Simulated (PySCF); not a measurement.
Trend along the fifth-period p block: MF molecules

PBE0 with triple-zeta basis sets in PySCF, for the lowest determinant that a PBE0 search found; no spin–orbit coupling. De refers to high-spin ground-configuration atoms. A positive dipole means M(−)F(+).

```
 M         basis  state (unpaired electrons)  Re (Å)  ωe (cm⁻¹)  De (eV)  μ (D)
In  x2c-TZVPPall      singlet (closed shell)   1.995        529     5.39  -3.19
Sn    def2-TZVPP               doublet (π ↑)   1.947        581     4.86  -2.69
Sb    def2-TZVPP              triplet (π ↑↑)   1.920        614     4.08  -2.40
Te    def2-TZVPP               doublet (π ↑)   1.904        633     3.49  -2.09
 I    def2-TZVPP      singlet (closed shell)   1.904        636     2.86  -1.91
```

(1) By what factor does the harmonic wavenumber vary along the series?

The rows differ in basis set, which adds steps of its own.

The state changes along the series, so neighbouring rows are not always alike in their bonding.

Spin–orbit coupling is left out, which matters for elements this heavy, above all for dissociation energies. States were picked by a PBE0 search and need not be the measured ground states.

Answers

(1) At PBE0 it runs from 529 cm⁻¹ (InF) to 636 cm⁻¹ (IF), a factor of 1.20.
